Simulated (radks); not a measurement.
Br, 35 electrons, occupied as [Ar] 3d10 4s2 4p5 (the NIST ground configuration).

Calculated with a radial shooting solver on a logarithmic mesh with Libxc functionals: scalar-relativistic Kohn-Sham, PBE, spin-polarised, spherical densities, point nucleus; open shells are filled with parallel spins first; hard spherical wall at 3.5 bohr.

Energy parts (Ry):
part                        energy
total                  -5211.66382
kinetic                 5331.46072
electron-nucleus      -12595.35100
Hartree                 2237.26417
exchange-correlation    -185.03771

Orbitals (lengths in bohr, moments of r in powers of bohr; <r^-3> diverges for s and p1/2):
| orbital | occ. | eigenvalue (Ry) | <r> | <r^-3> | <1/r> |
|---|---|---|---|---|---|
| 1s up | 1 | -978.1395 | 0.04275 | - | 35.66 |
| 1s down | 1 | -978.1342 | 0.04275 | - | 35.66 |
| 2s up | 1 | -126.6914 | 0.1895 | - | 7.897 |
| 2s down | 1 | -126.6885 | 0.1895 | - | 7.897 |
| 2p up | 3 | -111.6545 | 0.1655 | 1356 | 7.728 |
| 2p down | 3 | -111.6495 | 0.1655 | 1356 | 7.728 |
| 3s up | 1 | -16.83709 | 0.5518 | - | 2.592 |
| 3s down | 1 | -16.83054 | 0.5517 | - | 2.592 |
| 3p up | 3 | -12.09211 | 0.5648 | 196.5 | 2.438 |
| 3p down | 3 | -12.08477 | 0.5647 | 196.5 | 2.438 |
| 3d up | 5 | -4.25222 | 0.5938 | 23.13 | 2.145 |
| 3d down | 5 | -4.24278 | 0.5929 | 23.16 | 2.147 |
| 4s up | 1 | -1.01149 | 1.612 | - | 0.8068 |
| 4s down | 1 | -0.94624 | 1.610 | - | 0.8087 |
| 4p up | 3 | -0.03337 | 1.776 | 18.17 | 0.7130 |
| 4p down | 2 | 0.03346 | 1.776 | 18.24 | 0.7133 |
| 4d up | 0 | 1.43623 | 2.022 | 2.129 | 0.6139 |
| 4d down | 0 | 1.49991 | 2.025 | 2.105 | 0.6119 |
| 5s up | 0 | 2.51405 | 2.114 | - | 0.6923 |
| 5s down | 0 | 2.55781 | 2.115 | - | 0.6922 |
| 5p up | 0 | 3.35625 | 2.063 | 26.80 | 0.7192 |
| 5p down | 0 | 3.40037 | 2.063 | 26.92 | 0.7201 |

The highest occupied level is 4p down at 0.455 eV. Summed over all electrons, <r^2> = 30.82 bohr^2, which gives a Langevin (diamagnetic) susceptibility term of -24.4 x 10^-6 cm^3/mol. The density falls to 0.001 e/bohr^3 at r = 3.24 bohr.
